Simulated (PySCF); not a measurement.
From one molecule to another.

First species: C₈H₁₂Ge.
SMILES: `C=[CH][Ge]([CH]=C)([CH]=C)[CH]=C`

Second species: C2H4BF2N.
Numbering: `[H]/[N:1]=[CH:2]/[CH2:3][B:4]([F:5])[F:6]` (hydrogens: H7 on N1; H8 on C2; H9, H10 on C3)

Levels: CAM-B3LYP/def2-SVPD for dipole moment, HOMO energy, LUMO energy, HOMO–LUMO gap, static isotropic polarisability and electronic spatial extent ⟨r²⟩ about the centre of nuclear charge; TDDFT CAM-B3LYP/def2-SVPD for lowest singlet excitation; TDA CAM-B3LYP/def2-SVPD for lowest triplet excitation (Tamm–Dancoff); ΔSCF CAM-B3LYP/def2-SVPD for vertical ionisation energy; PBE0-D3(BJ)/def2-SVP for rotational constant A and rotational constant C. Geometries: PBE0-D3(BJ)/def2-SVP. Each species is one conformer at its optimised geometry, gas phase, non-relativistic unless stated; the electronic structure was computed with PySCF and density fitting.

The conformers computed, where there is a choice (atom-mapped SMILES and torsion angles):
- `[CH2:1]=[CH:2][Ge:3]([CH:4]=[CH2:5])([CH:6]=[CH2:7])[CH:8]=[CH2:9]`: C1–C2–Ge3–C4 136°, C2–Ge3–C4–C5 -138°, C2–Ge3–C6–C7 -135°, C2–Ge3–C8–C9 -130°
- `[H]/[N:1]=[CH:2]/[CH2:3][B:4]([F:5])[F:6]`: N1–C2–C3–B4 115°, C2–C3–B4–F5 18°

| property | column X | column Y |
| --- | --- | --- |
| dipole moment | 0.16 D | 2.03 D |
| HOMO energy | -8.91 eV | -9.38 eV |
| LUMO energy | 0.54 eV | 0.76 eV |
| HOMO–LUMO gap | 9.45 eV | 10.14 eV |
| lowest singlet excitation | 6.24 eV | 5.47 eV |
| lowest triplet excitation (Tamm–Dancoff) | 4.26 eV | 4.62 eV |
| static isotropic polarisability | 125.2 au | 45.6 au |
| vertical ionisation energy | 9.49 eV | 10.43 eV |
| electronic spatial extent ⟨r²⟩ about the centre of nuclear charge | 1630 bohr² | 656 bohr² |
| rotational constant A | 1.295 GHz | 7.757 GHz |
| rotational constant C | 0.986 GHz | 1.698 GHz |

(1) Which column belongs to which species?

(2) How does each property change from the first species to the second?

Results:

(1) Column X is the first species and column Y the second. The first has 21 atoms and 92 electrons, the second 10 and 46.

(2) dipole moment +1.87 D; HOMO energy -0.47 eV; LUMO energy +0.22 eV; HOMO–LUMO gap +0.69 eV; lowest singlet excitation -0.77 eV; lowest triplet excitation (Tamm–Dancoff) +0.36 eV; static isotropic polarisability -79.6 au; vertical ionisation energy +0.94 eV; electronic spatial extent ⟨r²⟩ about the centre of nuclear charge -974 bohr²; rotational constant A +6.462 GHz; rotational constant C +0.712 GHz.

On the first: In atomic units the dipole is 0.06 e·bohr (1 au = 2.5417 D). Relativistic effects, spin–orbit coupling among them, are left out although an element past zinc is present.

On the second: No computed singlet falls in the visible range (750 to 380 nm, 1.65 to 3.26 eV); S1 lies 2.21 eV above its blue end.
